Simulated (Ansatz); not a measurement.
Relaxation of C2H8FNSi (13 atoms, charge 0, multiplicity 1), to a largest force component of 0.015 eV/Å in at most 40 steps.

All numbers below come from RKS PBE-D4/def2-SVP (Ansatz 0.2.0).

```xyz
13
Properties=species:S:1:pos:R:3:forces:R:3
C -0.688 -0.999 1.253 -1.34 2.17 -0.46
C 0.602 -0.657 0.592 0.42 -1.84 0.06
F 0.247 0.055 -0.505 -0.05 1.32 -2.15
Si 1.902 0.344 1.496 -1.94 0.84 1.81
N 2.367 -0.371 2.993 -1.32 -1.28 1.45
H -1.382 -1.514 0.566 0.12 -0.29 -0.15
H -1.238 -0.037 1.531 0.50 -0.69 -0.11
H -0.552 -1.547 2.132 0.20 -1.44 2.01
H 1.079 -1.631 0.248 -0.06 0.39 0.13
H 3.077 0.579 0.767 1.61 0.28 -1.32
H 1.273 1.630 1.992 -0.20 0.36 -0.78
H 3.167 0.115 3.347 1.09 0.34 0.59
H 1.627 -0.296 3.754 0.98 -0.17 -1.08
```

Problem. Where does it end, and by what steps?

Solution. The forces met the threshold. After 12 steps the energy has fallen by 0.657 eV; H11 moved furthest, 0.36 Å.

```tsv
step	energy less start (eV)	largest force component (eV/Å)	accepted
0	0.0000	2.172	yes
1	-0.5556	0.871	yes
2	-0.6353	0.340	yes
3	-0.5187	0.969	no
4	-0.6492	0.157	yes
5	-0.6169	0.734	no
6	-0.6555	0.050	yes
7	-0.6560	0.066	yes
8	-0.6562	0.030	yes
9	-0.6565	0.025	yes
10	-0.6567	0.036	yes
11	-0.6568	0.016	yes
12	-0.6568	0.010	yes
```

```xyz
13
Properties=species:S:1:pos:R:3
C -0.678 -0.971 1.295
C 0.604 -0.634 0.552
F 0.296 0.078 -0.627
Si 1.831 0.457 1.542
N 2.261 -0.358 3.031
H -1.362 -1.568 0.657
H -1.216 -0.051 1.606
H -0.446 -1.568 2.201
H 1.119 -1.576 0.249
H 3.102 0.624 0.758
H 1.165 1.806 1.701
H 3.208 -0.218 3.391
H 1.596 -0.348 3.810
```

Whether the end is a true minimum wasn't checked by a vibrational analysis.

Run time: 26 s on 2 threads of Intel(R) Xeon(R) CPU @ 2.80GHz (Skylake/Cascade Lake) (shared host), peak memory 0.18 GiB.
